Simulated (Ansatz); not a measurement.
Born–Oppenheimer molecular dynamics of Cl3H4NSTi (10 atoms, charge 0, multiplicity 1). It starts at the highest image of a converged band, a first-order saddle point between two minima.

Computed with RKS B3LYP/def2-SVP in Ansatz 0.2.0.

| Property | Result |
| --- | --- |
| ensemble | NVE (velocity Verlet) |
| time step | 0.5 fs |
| steps asked | 200 |
| starting velocities drawn for | 100 K |
| seed | 10456 |

First frame:

```xyz
10
Properties=species:S:1:pos:R:3
Ti 0.221 -0.351 -0.018
Cl -0.968 -1.106 2.329
Cl 1.462 -0.132 -1.816
Cl -0.479 1.696 0.396
N -1.014 -1.512 -0.732
H -1.828 -1.817 -0.199
H -1.063 -1.774 -1.716
S 1.978 -1.494 1.359
H 1.799 -2.662 0.696
H 0.471 -1.528 2.179
```

Question: How far do the bonds stretch over the last three quarters of this one trajectory? (Pairs bonded in most of those frames.)

Answer: 
| bond | mean (Å) | spread (Å) | shortest | longest |
| --- | --- | --- | --- | --- |
| Ti1–Cl2 | 2.357 | 0.215 | 2.09 | 2.70 |
| Ti1–Cl3 | 2.273 | 0.045 | 2.16 | 2.33 |
| Ti1–Cl4 | 2.218 | 0.046 | 2.16 | 2.29 |
| Ti1–N5 | 1.839 | 0.011 | 1.82 | 1.85 |
| Ti1–S8 | 2.758 | 0.130 | 2.56 | 3.04 |
| N5–H6 | 1.019 | 0.009 | 1.00 | 1.03 |
| N5–H7 | 1.020 | 0.009 | 1.00 | 1.04 |
| S8–H9 | 1.354 | 0.001 | 1.35 | 1.36 |
| S8–H10 | 1.366 | 0.029 | 1.32 | 1.44 |

Mean temperature of the second half: 521 K. The conserved energy stayed within 0.023 meV per atom of its start (net change -0.0046 meV per atom), so the integration is sound. The kinetic energy rose, since the run started high on the potential surface and went downhill. A run of 0.1 ps of so small a system gives no equilibrium averages. The orbitals stay closed-shell, which can raise the energy where a bond breaks towards radicals; this wasn't checked here.

Time of the run: 9.7 min on 4 threads of Intel(R) Xeon(R) CPU @ 2.60GHz (Ice Lake), with other jobs on the host, peak memory 0.46 GiB.
